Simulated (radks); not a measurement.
The numbers below are computed, except where a source is named.
Problem. These are the eigenvalues of the occupied orbitals of an atom or ion with whole-number occupations (hartree). Level of theory: Dirac Kohn-Sham, PBE, spin-unpolarised, spherical densities, point nucleus (a radial shooting solver on a logarithmic mesh with Libxc functionals).

| orbital | eigenvalue |
|---|---|
| 1s1/2 | -554.2465 |
| 2s1/2 | -75.70805 |
| 2p1/2 | -68.85009 |
| 2p3/2 | -66.61560 |
| 3s1/2 | -12.86419 |
| 3p1/2 | -10.40569 |
| 3p3/2 | -10.06922 |
| 3d3/2 | -5.76708 |
| 3d5/2 | -5.70973 |
| 4s1/2 | -2.87978 |
| 4p1/2 | -2.24973 |
| 4p3/2 | -2.20645 |

Which element is it, and in what charge state? The configuration may be excited. Open shells, if any, fill j = l - 1/2 first.

Solution. Z = 37, rubidium, charge +4: Rb4+ in [Ar] 3d10 4s2 4p3. The list shows which subshells hold electrons but not how many an open one holds; the 1s level, -554.25 hartree, gives Z - s = 33.3 by -(Z - s)^2/2, which with screening and relativity narrows Z to a few neighbours, and the depths of the outer levels then fix element, charge and occupations together.
